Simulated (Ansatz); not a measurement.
A made-up structure of LiAlHOF, closed shell:

Li1  (-2.431, -1.010, 1.101)
Al2  (-0.355, -0.046, -0.126)
O3  (1.192, 0.088, 0.608)
F4  (-0.341, 0.518, -1.709)
H5  (-0.342, -1.361, -0.888)
(Å)

It is relaxed with PBE-D4/def2-SVP and then PBE0-D4/def2-TZVP (Ansatz 0.2.0). Atoms count as bonded within 1.22 times the sum of their covalent radii (H–H: 0.88 Å). The end point is not checked to be a true minimum.

Problem. Does its bonding change? (Judge from chemistry; the calculation decides.)

Solution. By the calculation: Yes. Formed: Li1–O3; broken: Li1–Al2.

Where it ends: The first stage lowers the energy by 5.31 eV in 22 steps. It ends as LiAlHOF ([Li][O][AlH][F]):
```xyz
5
angstrom
Li -0.3053 -0.5489 2.4334
Al -0.5081 -0.3418 -0.8287
O -0.4391 -0.4946 0.8148
F 0.2580 0.8953 -1.6349
H -1.2840 -1.3198 -1.7977
```

Labels in which every atom is bracketed show which atoms are joined, not bond orders.

For scale, one of the runs: PBE0-D4/def2-TZVP relaxation, 119 basis functions, launched by `ansatz run in.yaml --threads 2 --pin off --events-out ev --progress --plain --max-ram 4352MiB`. Hardware: 2 CPU threads of an Arm Neoverse V1, shared host. Wall time about 14 s.
